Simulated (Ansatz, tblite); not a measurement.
Cost and result up the ladder for TiOCl2 (TiCl2O) (4 atoms). The state is a singlet with charge 0. Geometry: PBE-D4/def2-SVP.

Cartesian coordinates in Å:
```
Ti 0.065 -0.254 -0.008
O 0.101 -0.586 1.553
Cl -1.991 -0.066 -0.832
Cl 1.826 0.906 -0.713
```

Ansatz on 4 threads of Arm Neoverse V2 on a shared host; xTB runs through tblite on one thread. Times are rough, summed over both states, and most runs start from the orbitals of an earlier one. PBE0-D4/def2-TZVP serves as the yardstick here, not as an exact answer. The other state is a doublet.

The xTB rows come from tblite.

Raw xTB energies of ions are shifted by several eV.

| level | functions | wall time | vertical IE (eV) | difference from PBE0-D4/def2-TZVP (eV) |
| --- | --- | --- | --- | --- |
| GFN1-xTB | 31 | 0.008 s | 16.19 | 4.84 |
| GFN2-xTB | 31 | 0.009 s | 15.15 | 3.80 |
| PBE-D4/def2-TZVP | 150 | 3.5 s | 10.84 | -0.51 |
| PBE0-D4/def2-TZVP (with forces) | 150 | 6 s | 11.35 | 0.00 |
| r2SCAN-D4/def2-TZVP | 150 | 9.8 s | 11.09 | -0.26 |
